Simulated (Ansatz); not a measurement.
Ideal-gas functions of `O[SiH](F)[SiH2]Cl` at 400 K and 1 bar, from an Ansatz frequency run at PBE0-D4/def2-TZVP.

Molar mass 130.65 g/mol, point group C1 (symmetry number 1), electronic degeneracy 1, moments of inertia 135.031, 366.584, 407.919 u Å². Harmonic wavenumbers (cm⁻¹, unscaled): 37, 88, 149, 258, 331, 353, 418, 482, 536, 675, 765, 792, 832, 862, 896, 940, 961, 2229, 2245, 2263, 3886.

Use S(trans) = R[1.5 ln M + 2.5 ln T − 1.1517]; rotational temperatures θ = 24.2544 K / I; S(rot) = R[ln(√π/σ · √(T³/θAθBθC)) + 1.5]; for each mode x = 1.438777 ν̃/T, S = R[x/(eˣ − 1) − ln(1 − e⁻ˣ)] and H = RT x/(eˣ − 1); 1 cm⁻¹ = 0.0119627 kJ/mol; R = 8.31446 J/(mol·K).

**Question.** By hand: the entropy, in J/(mol·K).

**Answer.** Translation 175.7. Rotation: θ = 0.1796, 0.0662, 0.0595 K, giving 122.1. Vibration, mode by mode: 25.09, 17.91, 13.60, 9.23, 7.34, 6.87, 5.67, 4.71, 4.04, 2.72, 2.11, 1.95, 1.74, 1.60, 1.45, 1.28, 1.20, 0.02, 0.02, 0.02, 0.00, in all 108.6. Electronic 0.0. Sum 406.4 J/(mol·K).

**Question.** By hand: H − E and G − E in kJ/mol, counted from the electronic energy.

**Answer.** Zero-point energy ½ × 19998 × 0.0119627 = 119.6; thermal vibration 21.8; translation, rotation and pV give 4 RT = 13.3. H − E = 154.7 kJ/mol, and G − E = 154.7 − 400 × 406.4/1000 = -7.9 kJ/mol.

Vibration gives 27 % of the entropy, 56.6 J/(mol·K) of it from the modes under 150 cm⁻¹: soft modes count most, and the harmonic formula is weakest for them. The sum counts one conformer and one mirror image; others add a mixing term.
